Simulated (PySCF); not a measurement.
C₃H₁₂Si₃, charge +1, doublet, at a GFN2-xTB geometry (a state made from the parent by changing its charge; the spin is typed, not shown lowest). Base run: PySCF with MP2/STO-3G.

Input for PySCF:
```python
from pyscf import gto, scf, mp

mol = gto.Mole()
mol.atom = '''
    C    -0.71168148    1.23351100   -1.07636252
    Si    1.07543037    1.43687106   -0.47476721
    C     1.87943260   -0.28895713   -0.16239899
    Si    0.75114891   -1.44239867    0.89544079
    C    -1.01445039   -1.45475052    0.20294709
    Si   -1.90909574    0.26137304    0.09741523
    H    -0.72855834    0.76450007   -2.05941756
    H    -1.19188360    2.20351012   -1.19113742
    H     1.87332515    1.92538266   -1.61317056
    H     1.13006559    2.22518524    0.75334844
    H     2.08858443   -0.76717264   -1.11779216
    H     2.83828187   -0.16102186    0.33336312
    H     1.34542763   -2.76177822    0.61738993
    H     0.76760630   -0.99306247    2.28487176
    H    -1.67107591   -2.05120094    0.83362568
    H    -1.03076586   -1.91877697   -0.78248000
    H    -1.95484625    0.89334961    1.41458385
    H    -3.23073498    0.12042935   -0.51154193
'''
mol.basis = 'sto-3g'
mol.charge = 1
mol.spin = 1
mol.verbose = 4
mol.build()

mf = scf.UHF(mol)
mf.kernel()

pt = mp.MP2(mf, frozen=18)
pt.kernel()
print('E(MP2) = %.10f' % pt.e_tot)
```

The base run was repeated with changes; each row names its change, and settings that it needs were set with it.

```json
[
 {"change": "base", "basis functions": "54", "E (Eh)": "-976.11415", "MP2 correlation (Eh)": "-0.27464", "SCF-reference HOMO (eV)": "-13.58", "core-seconds (rough)": "2"},
 {"change": "basis = pcseg-0", "basis functions": "90", "E (Eh)": "-985.98926", "MP2 correlation (Eh)": "-0.42558", "SCF-reference HOMO (eV)": "-15.54", "core-seconds (rough)": "4"},
 {"change": "basis = 6-31G", "basis functions": "90", "E (Eh)": "-987.27184", "MP2 correlation (Eh)": "-0.41806", "SCF-reference HOMO (eV)": "-15.21", "core-seconds (rough)": "6"},
 {"change": "basis = 3-21G", "basis functions": "90", "E (Eh)": "-982.24934", "MP2 correlation (Eh)": "-0.41861", "SCF-reference HOMO (eV)": "-15.29", "core-seconds (rough)": "4"},
 {"change": "basis = 6-31G*", "basis functions": "120", "E (Eh)": "-987.64599", "MP2 correlation (Eh)": "-0.63435", "SCF-reference HOMO (eV)": "-14.17", "core-seconds (rough)": "20"},
 {"change": "basis = def2-SV(P)", "basis functions": "120", "E (Eh)": "-987.30358", "MP2 correlation (Eh)": "-0.60721", "SCF-reference HOMO (eV)": "-15.43", "core-seconds (rough)": "10"},
 {"change": "basis = 6-31+G*", "basis functions": "144", "E (Eh)": "-987.65549", "MP2 correlation (Eh)": "-0.64147", "SCF-reference HOMO (eV)": "-14.19", "core-seconds (rough)": "30"}
]
```

Totals compare only among sets that treat the same electrons; sets with core potentials leave the core out.

Open shells are given as the SCF converged; they aren't shown to be the lowest states, and a large step between rows can be another state.
